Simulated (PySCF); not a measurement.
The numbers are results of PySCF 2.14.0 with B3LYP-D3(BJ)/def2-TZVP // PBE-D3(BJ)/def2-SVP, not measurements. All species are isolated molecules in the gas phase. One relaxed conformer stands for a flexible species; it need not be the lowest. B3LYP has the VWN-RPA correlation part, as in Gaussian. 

Reference species: [Zn(OH)2] (neutral, multiplicity 1).

| Item | Value |
|---|---|
| HOMO | -8.16 eV |
| HOMO–LUMO gap | 6.63 eV |
| LUMO | -1.53 eV |
| coordination number | 2 |

Changed species: [Zn(CH3)2] (2 of 2 OH replaced by CH3; the reference has 0 of 2 OH replaced by CH3).

Question: Give the shifts of the HOMO, HOMO–LUMO gap, LUMO and coordination number.

Answer: the HOMO rises by 1.21 eV, to -6.95 eV; the HOMO–LUMO gap rises by 0.22 eV, to 6.85 eV; the LUMO goes up by 1.43 eV, to -0.10 eV; the coordination number hardly moves.
